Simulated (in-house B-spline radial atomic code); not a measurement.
Inner levels of terbium as electrons are removed. A shift is the extra binding of the orbital against the neutral atom ([Xe] 4f5/2(6) 4f7/2(3) 6s2). The density at the nucleus is averaged over the nuclear charge. Computed with a radial B-spline atomic code at the basis-set limit: Dirac-Hartree-Fock, jj configuration that fills j = l - 1/2 first, finite nuclei.

A number in brackets counts the electrons of a j subshell.

| ion | configuration | shift of 4d5/2 (eV) | shift of 3p3/2 (eV) | shift of 2p3/2 (eV) | radius of 4d5/2 (bohr) | radius of 3p3/2 (bohr) | radius of 2p3/2 (bohr) | Σ<r²> (bohr²) | change of density at nucleus (bohr⁻³) |
| --- | --- | --- | --- | --- | --- | --- | --- | --- | --- |
| Tb | [Xe] 4f5/2(6) 4f7/2(3) 6s2 | 0 | 0 | 0 | 0.63076 | 0.24112 | 0.082885 | 84.679 | - |
| Tb+ | [Xe] 4f5/2(6) 4f7/2(3) 6s1 | ? | ? | ? | ? | ? | ? | ? | ? |
| Tb2+ | [Xe] 4f5/2(6) 4f7/2(3) | 13.473 | 13.454 | 13.503 | 0.63077 | 0.24112 | 0.082885 | 38.34 | -37.507 |
| Tb3+ | [Xe] 4f5/2(6) 4f7/2(2) | ? | ? | ? | ? | ? | ? | ? | ? |
| Tb4+ | [Xe] 4f5/2(6) 4f7/2(1) | 52.632 | 56.406 | 54.718 | 0.62422 | 0.24111 | 0.082892 | 31.536 | 53.23 |
| Tb5+ | [Kr] 4d10 4f5/2(6) 4f7/2(1) 5s2 5p1/2(2) 5p3/2(3) | 69.33 | 73.231 | 71.925 | 0.62356 | 0.24112 | 0.082891 | 28.262 | 82.524 |
| Tb6+ | [Kr] 4d10 4f5/2(6) 4f7/2(2) 5s2 5p1/2(2) 5p3/2(1) | 80.932 | 82.601 | 83.122 | 0.62625 | 0.24112 | 0.082885 | 24.447 | 87.669 |
| Tb7+ | [Kr] 4d10 4f5/2(6) 4f7/2(1) 5s2 5p1/2(2) 5p3/2(1) | 104.9 | 109.28 | 108.91 | 0.62183 | 0.24112 | 0.082889 | 22.546 | 147.59 |
| Tb8+ | [Kr] 4d10 4f5/2(6) 4f7/2(1) 5s2 5p1/2(2) | 123.7 | 128.43 | 128.62 | 0.62078 | 0.24111 | 0.082888 | 20.016 | 183.29 |
| Tb9+ | [Kr] 4d10 4f5/2(6) 5s2 5p1/2(2) | 150.2 | 158.42 | 157.67 | 0.61571 | 0.2411 | 0.082892 | 18.582 | 253.2 |
| Tb10+ | [Kr] 4d10 4f5/2(6) 5s2 5p1/2(1) | 171.1 | 179.95 | 179.89 | 0.61453 | 0.24107 | 0.082889 | 16.527 | 276.51 |
| Tb11+ | [Kr] 4d10 4f5/2(6) 5s2 | ? | ? | ? | ? | ? | ? | ? | ? |
| Tb12+ | [Kr] 4d10 4f5/2(5) 5s2 | 223.74 | 236.9 | 236.44 | 0.60721 | 0.24103 | 0.082891 | 13.613 | 381.88 |
| Tb13+ | [Kr] 4d10 4f5/2(4) 5s2 | 256.16 | 273.48 | 271.8 | 0.60097 | 0.241 | 0.082897 | 12.723 | 469.4 |

Q: Fill in the row of Tb+.

A: shift of 4d5/2 (eV): 6.1054; shift of 3p3/2 (eV): 6.0983; shift of 2p3/2 (eV): 6.1137; radius of 4d5/2 (bohr): 0.63077; radius of 3p3/2 (bohr): 0.24112; radius of 2p3/2 (bohr): 0.082885; Σ<r²> (bohr²): 56.48; change of density at nucleus (bohr⁻³): -12.399.

Q: Fill in the row of Tb3+.

A: shift of 4d5/2 (eV): 31.854; shift of 3p3/2 (eV): 33.415; shift of 2p3/2 (eV): 32.683; radius of 4d5/2 (bohr): 0.62791; radius of 3p3/2 (bohr): 0.24112; radius of 2p3/2 (bohr): 0.082888; Σ<r²> (bohr²): 34.534; change of density at nucleus (bohr⁻³): 2.966.

Q: Fill in the row of Tb11+.

A: shift of 4d5/2 (eV): 192.61; shift of 3p3/2 (eV): 202.2; shift of 2p3/2 (eV): 202.92; radius of 4d5/2 (bohr): 0.61321; radius of 3p3/2 (bohr): 0.24104; radius of 2p3/2 (bohr): 0.082886; Σ<r²> (bohr²): 14.601; change of density at nucleus (bohr⁻³): 300.43.
